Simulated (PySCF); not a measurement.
SMILES c1cncc(-c2cccnc2)c1 (C10H8N2), GFN2-xTB optimised geometry.

```
20

C     -2.81     1.03    -0.70
C     -3.46     0.10     0.10
N     -2.81    -0.80     0.83
C     -1.49    -0.81     0.78
C     -0.73     0.07     0.01
C      0.73     0.00     0.00
C      1.41    -1.21     0.00
C      2.79    -1.21     0.00
C      3.45     0.01     0.00
N      2.82     1.17     0.01
C      1.51     1.17     0.02
C     -1.43     1.01    -0.74
H     -3.38     1.75    -1.27
H     -4.54     0.06     0.16
H     -1.01    -1.55     1.41
H      0.86    -2.14    -0.02
H      3.35    -2.14    -0.01
H      4.54     0.06    -0.01
H      1.04     2.14     0.05
H     -0.89     1.71    -1.37
```

Density from B3LYP/def2-SVP in PySCF 2.14.0 at that geometry.

Minimum of the electron density along straight lines between bonded atoms, close to the bond critical point (lines longer than 1.1 times the sum of covalent radii, or with two minima, are not listed):

```
bond     length / Å  ρ at the minimum / e bohr⁻³  ∇²ρ there / e bohr⁻⁵  position (fraction from the first atom)
-------  ----------  ---------------------------  --------------------  ---------------------------------------
C1–C2         1.387                        0.315                 -0.82                                     0.50
C2–N3         1.322                        0.352                 -1.01                                     0.35
N3–C4         1.318                        0.355                 -1.01                                     0.65
C4–C5         1.397                        0.310                 -0.79                                     0.50
C5–C6         1.465                        0.273                 -0.67                                     0.50
C6–C7         1.394                        0.309                 -0.78                                     0.50
C7–C8         1.383                        0.315                 -0.82                                     0.50
C8–C9         1.387                        0.315                 -0.82                                     0.50
C9–N10        1.322                        0.352                 -1.01                                     0.35
C6–C11        1.396                        0.310                 -0.79                                     0.50
N10–C11       1.318                        0.355                 -1.01                                     0.65
C1–C12        1.383                        0.315                 -0.82                                     0.50
C5–C12        1.394                        0.309                 -0.78                                     0.50
C1–H13        1.079                        0.285                 -1.09                                     0.63
C2–H14        1.082                        0.288                 -1.13                                     0.64
C4–H15        1.083                        0.288                 -1.12                                     0.64
C7–H16        1.081                        0.285                 -1.10                                     0.63
C8–H17        1.079                        0.285                 -1.09                                     0.63
C9–H18        1.082                        0.288                 -1.13                                     0.64
C11–H19       1.083                        0.288                 -1.12                                     0.64
C12–H20       1.081                        0.285                 -1.10                                     0.63
```
